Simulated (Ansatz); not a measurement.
`[NH2][Ge]([Cl])([Cl])[Cl]`, relaxed with RKS PBE0-D4/def2-TZVP in the Gaussian-basis code of Ansatz from a PBE-D4/def2-SVP geometry. The force threshold is 0.005 eV/Å; the program also tests the step.

The species carries charge 0 and has multiplicity 1.

Start:

```xyz
7

N    -0.307   -0.093   -1.217
Ge    0.114   -0.121    0.557
Cl   -1.625   -0.798    1.630
Cl    1.756   -1.488    0.825
Cl    0.711    1.782    1.421
H    -1.127    0.495   -1.413
H     0.477    0.223   -1.802
```

```json
{"step": "1", "energy (eV)": "-95593.9340", "largest force (eV/Å)": "0.509", "largest move (Å)": "0.000"}
{"step": "2", "energy (eV)": "-95593.9736", "largest force (eV/Å)": "0.170", "largest move (Å)": "0.037"}
{"step": "3", "energy (eV)": "-95593.9757", "largest force (eV/Å)": "0.077", "largest move (Å)": "0.010"}
{"step": "4", "energy (eV)": "-95593.9764", "largest force (eV/Å)": "0.031", "largest move (Å)": "0.009"}
{"step": "5", "energy (eV)": "-95593.9768", "largest force (eV/Å)": "0.032", "largest move (Å)": "0.018"}
{"step": "6", "energy (eV)": "-95593.9768", "largest force (eV/Å)": "0.002", "largest move (Å)": "0.004"}
```

End:

```xyz
7

N    -0.303   -0.068   -1.197
Ge    0.112   -0.118    0.557
Cl   -1.598   -0.791    1.619
Cl    1.736   -1.460    0.814
Cl    0.697    1.751    1.419
H    -1.113    0.496   -1.414
H     0.470    0.189   -1.797
```

It took 29 s on 4 threads of a server CPU on a shared host, with 0.71 GiB of host memory at the peak.
